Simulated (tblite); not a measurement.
A geometry optimisation, step by step.

Compound: C6H5O3 (doublet state).
SMILES with atom numbers: `[CH:1]#[C:2]/[C:3](=[C:4]\[O:5][CH:6]=[O:7])[O:8][CH3:9]` (hydrogens: H10 on C1; H11 on C6; H12, H13, H14 on C9)
Bond orders are those of one Lewis drawing.

Computed with GFN2-xTB (tblite), gas phase: L-BFGS steps from a force-field or distance-geometry start until the largest atomic force falls under 0.01 eV/Å. 11 of its 97 geometries are shown.

Step 0: E = -745.1177 eV, largest atomic force 2.288 eV/Å
```
atom  x, y, z in Å  |  force x, y, z in eV/Å
C1     -1.282    2.124    0.192   -0.967   1.696   0.413
C2     -0.741    1.094   -0.059    0.391  -1.325  -0.305
C3     -0.068   -0.139   -0.328   -0.232   0.005  -0.056
C4      1.214   -0.134   -0.470    2.230   0.132  -0.496
O5      2.539   -0.155   -0.588   -1.499   0.493   0.830
C6      3.242    0.218    0.500    0.329   0.380   1.208
O7      2.817    0.574    1.587    0.242  -0.539  -1.532
O8     -0.697   -1.341   -0.519   -1.258  -0.246   0.212
C9     -2.108   -1.344   -0.321   -0.107  -0.043   0.150
H10    -1.778    3.049    0.417    0.431  -0.703  -0.178
H11     4.317    0.155    0.260   -0.128  -0.069  -0.045
H12    -2.481   -2.363   -0.480    0.376   0.147  -0.010
H13    -2.369   -1.050    0.714    0.104   0.043  -0.426
H14    -2.608   -0.689   -1.049    0.089   0.027   0.236
```

Step 10: E = -745.2948 eV, largest atomic force 0.224 eV/Å
```
atom  x, y, z in Å  |  force x, y, z in eV/Å
C1     -1.288    2.089    0.181    0.058  -0.113  -0.041
C2     -0.758    1.043   -0.085    0.039   0.137   0.035
C3     -0.052   -0.169   -0.341   -0.127  -0.023  -0.005
C4      1.237   -0.142   -0.533    0.205  -0.080  -0.040
O5      2.527   -0.044   -0.568   -0.072   0.118   0.062
C6      3.274    0.242    0.531   -0.097   0.071   0.108
O7      2.843    0.550    1.611    0.058  -0.129  -0.162
O8     -0.741   -1.354   -0.489   -0.030   0.026   0.023
C9     -2.137   -1.325   -0.310   -0.001  -0.001   0.018
H10    -1.746    3.006    0.407   -0.032  -0.005  -0.007
H11     4.328    0.134    0.253    0.013   0.037   0.008
H12    -2.439   -2.358   -0.484   -0.148   0.086   0.034
H13    -2.409   -1.016    0.706    0.028  -0.049  -0.045
H14    -2.640   -0.657   -1.022    0.107  -0.074   0.012
```

Step 19: E = -745.3320 eV, largest atomic force 0.301 eV/Å
```
atom  x, y, z in Å  |  force x, y, z in eV/Å
C1     -1.272    2.067    0.164    0.106  -0.173  -0.027
C2     -0.701    1.035   -0.080   -0.053   0.018   0.048
C3     -0.030   -0.200   -0.341   -0.163  -0.053   0.040
C4      1.260   -0.248   -0.565    0.190   0.013  -0.036
O5      2.517    0.080   -0.584   -0.128  -0.108   0.089
C6      3.263    0.272    0.538   -0.169   0.081   0.082
O7      2.832    0.457    1.646    0.106  -0.134  -0.248
O8     -0.750   -1.375   -0.462   -0.051   0.108   0.000
C9     -2.152   -1.312   -0.302    0.086   0.071   0.028
H10    -1.758    2.973    0.388    0.066  -0.084  -0.043
H11     4.319    0.208    0.240   -0.045   0.150   0.072
H12    -2.511   -2.334   -0.467    0.079   0.226   0.004
H13    -2.413   -0.995    0.718   -0.044   0.006  -0.175
H14    -2.606   -0.629   -1.034    0.020  -0.121   0.165
```

Step 29: E = -745.4247 eV, largest atomic force 0.186 eV/Å
```
atom  x, y, z in Å  |  force x, y, z in eV/Å
C1     -1.177    1.949    0.141    0.020   0.036   0.009
C2     -0.556    0.934   -0.026   -0.101  -0.036  -0.033
C3      0.033   -0.333   -0.309    0.001   0.030   0.021
C4      1.308   -0.426   -0.636   -0.025  -0.086  -0.025
O5      2.485    0.143   -0.610   -0.003   0.002  -0.019
C6      3.183    0.340    0.532    0.045  -0.030   0.027
O7      2.775    0.151    1.644    0.052   0.055  -0.097
O8     -0.781   -1.429   -0.407    0.002   0.035   0.048
C9     -2.171   -1.228   -0.275    0.025  -0.048  -0.059
H10    -1.695    2.848    0.302    0.080   0.027   0.039
H11     4.200    0.663    0.250   -0.160   0.025   0.091
H12    -2.606   -2.211   -0.443   -0.050  -0.014   0.055
H13    -2.444   -0.867    0.725    0.075  -0.020  -0.117
H14    -2.556   -0.534   -1.030    0.039   0.023   0.060
```

Step 38: E = -745.4430 eV, largest atomic force 0.140 eV/Å
```
atom  x, y, z in Å  |  force x, y, z in eV/Å
C1     -1.122    1.933    0.143    0.066  -0.003   0.001
C2     -0.549    0.892   -0.044    0.061   0.002  -0.007
C3      0.037   -0.384   -0.316    0.008   0.022   0.014
C4      1.308   -0.491   -0.672   -0.070   0.050   0.110
O5      2.457    0.138   -0.619    0.063   0.067  -0.048
C6      3.130    0.369    0.531    0.044  -0.040  -0.024
O7      2.764    0.089    1.636   -0.112   0.022   0.034
O8     -0.783   -1.473   -0.380   -0.012   0.014  -0.044
C9     -2.166   -1.223   -0.275   -0.001  -0.019   0.008
H10    -1.601    2.853    0.321    0.082  -0.059   0.007
H11     4.100    0.823    0.278   -0.077   0.005  -0.051
H12    -2.650   -2.186   -0.424   -0.001   0.020   0.001
H13    -2.420   -0.831    0.716   -0.039  -0.016  -0.015
H14    -2.505   -0.511   -1.035   -0.014  -0.065   0.012
```

Step 48: E = -745.4683 eV, largest atomic force 0.356 eV/Å
```
atom  x, y, z in Å  |  force x, y, z in eV/Å
C1     -0.925    1.935    0.167   -0.008   0.063   0.049
C2     -0.496    0.837   -0.065    0.053  -0.056   0.061
C3      0.032   -0.462   -0.339    0.028   0.104   0.010
C4      1.310   -0.551   -0.687   -0.342  -0.075  -0.062
O5      2.394    0.188   -0.640    0.214  -0.002  -0.048
C6      3.022    0.445    0.526    0.091   0.085  -0.109
O7      2.640    0.116    1.609   -0.077  -0.014   0.232
O8     -0.805   -1.533   -0.379    0.025  -0.028  -0.061
C9     -2.184   -1.252   -0.282    0.021  -0.008   0.025
H10    -1.304    2.888    0.401    0.040  -0.049  -0.045
H11     3.956    0.984    0.310   -0.054  -0.002  -0.034
H12    -2.693   -2.206   -0.393    0.016  -0.057  -0.044
H13    -2.435   -0.825    0.691    0.000   0.046   0.080
H14    -2.513   -0.562   -1.063   -0.007  -0.005  -0.055
```

Step 58: E = -745.4897 eV, largest atomic force 0.064 eV/Å
```
atom  x, y, z in Å  |  force x, y, z in eV/Å
C1     -0.758    1.965    0.230   -0.017  -0.003   0.009
C2     -0.466    0.824   -0.013    0.020  -0.051  -0.008
C3      0.014   -0.477   -0.345    0.033  -0.002   0.001
C4      1.279   -0.563   -0.744    0.000  -0.013  -0.015
O5      2.386    0.144   -0.656   -0.009  -0.007  -0.005
C6      2.935    0.496    0.527   -0.032   0.025  -0.049
O7      2.494    0.250    1.611   -0.045   0.018   0.019
O8     -0.818   -1.547   -0.424    0.026   0.009   0.008
C9     -2.200   -1.301   -0.300    0.008   0.018   0.012
H10    -1.042    2.949    0.462   -0.014  -0.014   0.014
H11     3.869    1.036    0.317    0.014  -0.027   0.012
H12    -2.680   -2.274   -0.379   -0.005  -0.035  -0.011
H13    -2.444   -0.856    0.668    0.004   0.043   0.042
H14    -2.570   -0.648   -1.095    0.016   0.040  -0.030
```

Step 67: E = -745.5070 eV, largest atomic force 0.131 eV/Å
```
atom  x, y, z in Å  |  force x, y, z in eV/Å
C1     -0.684    1.903    0.284    0.040   0.017  -0.001
C2     -0.372    0.770    0.030   -0.067  -0.054  -0.031
C3      0.061   -0.536   -0.336    0.024   0.011  -0.047
C4      1.296   -0.627   -0.838   -0.029  -0.023  -0.019
O5      2.391    0.096   -0.707    0.035  -0.022  -0.003
C6      2.805    0.542    0.496   -0.012   0.014   0.021
O7      2.246    0.386    1.542   -0.047   0.003  -0.003
O8     -0.802   -1.576   -0.394    0.069  -0.041   0.048
C9     -2.174   -1.272   -0.292    0.045   0.008  -0.015
H10    -0.942    2.889    0.531   -0.035   0.020   0.037
H11     3.757    1.065    0.351    0.124   0.041   0.005
H12    -2.686   -2.229   -0.360   -0.058  -0.018   0.021
H13    -2.406   -0.788    0.660   -0.023  -0.003   0.020
H14    -2.491   -0.623   -1.111   -0.066   0.048  -0.034
```

Step 77: E = -745.5142 eV, largest atomic force 0.031 eV/Å
```
atom  x, y, z in Å  |  force x, y, z in eV/Å
C1     -0.697    1.903    0.298   -0.010  -0.002   0.003
C2     -0.388    0.775    0.020    0.013  -0.008  -0.003
C3      0.067   -0.524   -0.345    0.000   0.008  -0.030
C4      1.300   -0.616   -0.854    0.019  -0.015   0.008
O5      2.418    0.067   -0.715   -0.004  -0.013   0.012
C6      2.811    0.543    0.488   -0.009   0.006   0.021
O7      2.179    0.490    1.503    0.018   0.011  -0.013
O8     -0.789   -1.573   -0.389   -0.002   0.014   0.002
C9     -2.164   -1.273   -0.291   -0.005   0.006  -0.001
H10    -0.984    2.876    0.570    0.000  -0.005   0.007
H11     3.817    0.972    0.377   -0.011   0.000  -0.008
H12    -2.681   -2.228   -0.358    0.000  -0.003   0.000
H13    -2.403   -0.791    0.662    0.007  -0.001   0.007
H14    -2.486   -0.621   -1.109   -0.016   0.002  -0.005
```

Step 86: E = -745.5154 eV, largest atomic force 0.018 eV/Å
```
atom  x, y, z in Å  |  force x, y, z in eV/Å
C1     -0.705    1.896    0.303    0.009  -0.015  -0.006
C2     -0.377    0.777    0.006   -0.009   0.005   0.010
C3      0.072   -0.524   -0.358   -0.007   0.000  -0.007
C4      1.310   -0.636   -0.848   -0.003   0.003   0.008
O5      2.432    0.041   -0.707   -0.008   0.002   0.000
C6      2.811    0.547    0.488    0.000   0.001  -0.005
O7      2.168    0.520    1.497    0.003   0.009   0.010
O8     -0.792   -1.567   -0.402    0.000  -0.003  -0.003
C9     -2.165   -1.266   -0.291    0.001   0.001  -0.004
H10    -0.995    2.863    0.589    0.002  -0.012  -0.005
H11     3.816    0.975    0.376    0.005   0.001   0.001
H12    -2.680   -2.223   -0.355   -0.006  -0.002   0.004
H13    -2.397   -0.787    0.665    0.013   0.001  -0.001
H14    -2.498   -0.616   -1.106   -0.001   0.010  -0.001
```

Step 96: E = -745.5158 eV, largest atomic force 0.006 eV/Å
```
atom  x, y, z in Å  |  force x, y, z in eV/Å
C1     -0.698    1.887    0.303   -0.005  -0.002   0.003
C2     -0.377    0.767    0.005    0.005   0.002  -0.003
C3      0.071   -0.533   -0.363    0.000  -0.001   0.002
C4      1.313   -0.644   -0.842   -0.004   0.000   0.001
O5      2.432    0.038   -0.700   -0.006   0.001   0.000
C6      2.809    0.555    0.490    0.001  -0.003   0.002
O7      2.168    0.534    1.500    0.003   0.004  -0.004
O8     -0.797   -1.573   -0.418    0.001  -0.001   0.001
C9     -2.167   -1.263   -0.293    0.001  -0.001  -0.001
H10    -0.989    2.853    0.592    0.003   0.000  -0.003
H11     3.813    0.986    0.373    0.000   0.000   0.003
H12    -2.691   -2.216   -0.351    0.000  -0.003  -0.004
H13    -2.383   -0.783    0.666    0.003   0.001   0.000
H14    -2.504   -0.608   -1.103   -0.002   0.003   0.002
```

Q: Summarise the path.

A: The energy falls by 38.41 kJ/mol from step 0 to step 96; nine tenths of that is first reached at step 51. It rises by more than 0.2 meV at steps 1, 3 and 72. The largest force goes from 2.288 to 0.006 eV/Å. Among the bonds C3=C4 changes most, from 1.290 to 1.336 Å; the atoms move by 0.530 Å rms after alignment.

Q: Follow the three bonds and two angles with the largest change from start to end.

A: 
```
step  E above end (kJ/mol)  largest force (eV/Å)  C3=C4 (Å)  C1–H10 (Å)  C6=O7 (Å)  C3–C4–O5 (°)  C4–O5–C6 (°)
   0                 38.41                 2.288      1.290       1.074      1.220         178.3         116.3
   4                 25.68                 0.272      1.300       1.053      1.202         176.7         119.6
   8                 22.40                 0.251      1.306       1.049      1.201         173.4         122.8
  13                 20.31                 0.263      1.309       1.050      1.199         169.4         123.7
  17                 18.70                 0.211      1.311       1.050      1.202         162.8         124.8
  21                 15.69                 0.444      1.314       1.055      1.203         155.7         121.9
  25                 12.18                 0.207      1.315       1.051      1.197         149.6         122.5
  29                  8.79                 0.186      1.320       1.050      1.200         146.6         123.0
  33                  7.95                 0.101      1.322       1.049      1.198         144.5         122.4
  38                  7.03                 0.140      1.325       1.052      1.197         142.3         123.6
  42                  6.29                 0.147      1.321       1.049      1.198         142.3         122.3
  46                  5.37                 0.250      1.323       1.050      1.196         139.6         121.9
  50                  4.02                 0.235      1.326       1.049      1.195         139.2         121.1
  54                  2.80                 0.142      1.328       1.050      1.198         138.3         122.4
  58                  2.52                 0.064      1.329       1.050      1.196         138.2         122.6
  63                  1.91                 0.193      1.332       1.050      1.198         135.8         122.8
  67                  0.85                 0.131      1.336       1.049      1.196         133.9         121.7
  71                  0.30                 0.077      1.336       1.050      1.195         134.6         121.6
  75                  0.18                 0.026      1.337       1.050      1.196         135.0         121.5
  79                  0.13                 0.044      1.337       1.049      1.196         134.9         121.7
  83                  0.07                 0.036      1.337       1.049      1.196         135.0         121.6
  88                  0.04                 0.019      1.337       1.050      1.196         134.9         121.8
  92                  0.01                 0.024      1.336       1.049      1.197         135.0         121.9
  96                  0.00                 0.006      1.336       1.050      1.196         135.1         121.9
```

What follows is the cost of the whole relaxation. Time: 0.86 s wall. Hardware: one thread of an Arm Neoverse N1, shared host.
